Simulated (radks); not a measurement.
Spherical quantum dot in the effective-mass picture: electrons in a parabolic well V = omega^2 r^2 / 2 with omega = 1.06, all in effective atomic units (hartree* = m*/eps^2 hartree, bohr* = eps/m* bohr), one dielectric constant everywhere. Calculated with a radial shooting solver with Libxc functionals: non-relativistic Kohn-Sham, LDA (Slater exchange, Perdew-Wang correlation), spin-polarised, spherical densities. Levels are named by radial order and angular momentum (1s, 1p, 1d, 2s, ...), and open shells are averaged over m.

N = 25, configuration 1s2 1p6 1d10 2s2 1f(up 5, down 0). This is the lowest configuration that the search found. Occupied and some empty levels:

level    occupation  eigenvalue (hartree*)  <r> (bohr*)
1s up             1                 12.468        1.701
1s down           1                 12.500        1.670
1p up             3                 12.914        2.111
1p down           3                 12.962        2.093
1d up             5                 13.427        2.396
1d down           5                 13.484        2.389
2s up             1                 13.557        2.056
2s down           1                 13.595        2.070
1f up             5                 13.999        2.620
1f down           0                 14.059        2.619
2p up             0                 14.200        2.309
2p down           0                 14.237        2.317
1g up             0                 14.623        2.809
1g down           0                 14.684        2.813
2d up             0                 14.875        2.544
2d down           0                 14.914        2.548

Energy (hartree*): total 215.369, kinetic 24.278, external 80.161, Hartree 122.51, exchange-correlation -11.582.
